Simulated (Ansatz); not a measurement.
```yaml
crystal:
  periodic: [false, false, false]
  atoms:
    - {symbol: C, position_ang: [-0.636088, -0.651383, 1.099666]}
    - {symbol: N, position_ang: [0.344691, 0.216029, 0.223107]}
    - {symbol: Al, position_ang: [0.439754, 0.488251, -1.411115]}
    - {symbol: Cl, position_ang: [-0.520990, -0.715802, -2.454298]}
    - {symbol: Cl, position_ang: [1.762093, 2.093502, -2.200052]}
    - {symbol: H, position_ang: [-1.195836, -1.143882, 0.304045]}
    - {symbol: H, position_ang: [-1.293828, -0.058504, 1.718876]}
    - {symbol: H, position_ang: [0.267843, -1.440723, 1.743837]}
    - {symbol: H, position_ang: [0.895017, 1.075756, 1.027816]}
basis:
  gaussian: {orbitals: "6-31++G**", fitting: {mean_field: cc-pVTZ-jkfit}}
hamiltonian: {xc: {name: wB97X}}
accuracy: high
relax: {f_tol: 0.0001, max_steps: 2}
output: {forces: true}
```

```sh
$ ansatz run in.yaml --threads 4 --pin off --events-out ev --progress --plain --max-ram 10444MiB
```

Shortened log:

```
Functional definition: wB97X
641 factors; integrals over basis functions are off by at most 2.1e-1 eV
641 factors; integrals over basis functions are off by at most 5.6e-4 eV
mean field evaluation 1: about -34227.6618 eV, gradient 5.3e1 eV
mean field evaluation 2: about -34226.4565 eV, gradient 5.8e1 eV
mean field evaluation 4: about -34234.0133 eV, gradient 2.1e0 eV
mean field evaluation 8: about -34234.0307 eV, gradient 2.8e-2 eV
mean field evaluation 16: about -34234.0307 eV, gradient 6.7e-6 eV
mean field -34234.03066681 eV, -1258.0774223457 hartree, gradient 8.0e-8 eV, S^2 0.000000; 0 other end points of the search recorded, 0 dependent functions left out
reference -34234.03066057 eV, -1258.0774221167 hartree; 32, 32 occupied and 99, 99 virtual orbitals, 641 factors
relax step   1: F+E_penalty+E_count = -34234.03066681 eV  Δ(F+E_penalty+E_count) = +0.000e0 eV  max|allowed force component| = 8.842e0 eV/Å  Δτ_max = 0.0000 Å  (33 SCF iters, accepted)
641 factors; integrals over basis functions are off by at most 1.9e-1 eV
641 factors; integrals over basis functions are off by at most 5.1e-4 eV
mean field -34236.97764089 eV, -1258.1857216458 hartree, gradient 2.8e-8 eV, S^2 0.000000; 0 other end points of the search recorded, 0 dependent functions left out
reference -34236.97763455 eV, -1258.1857214128 hartree; 32, 32 occupied and 99, 99 virtual orbitals, 641 factors
relax step   2: F+E_penalty+E_count = -34236.97764089 eV  Δ(F+E_penalty+E_count) = -2.947e0 eV  max|allowed force component| = 3.807e0 eV/Å  Δτ_max = 0.1929 Å  (47 SCF iters, accepted)
Error: geometry relaxation did not converge after 2 steps: max|allowed force component| = 3.81e0 eV/Å (threshold 1.0e-4). Raise `relax.max_steps` over both its present limit and 2, loosen `relax.f_tol`, or start from a geometry closer to equilibrium. Where this run's directory can be resumed (`checkpoint.write`), a resume goes on for up to `relax.max_steps` more
```

Task: Something in this input is off. What?

Result: The relaxation is allowed too few steps for its threshold. No converged result was reached.
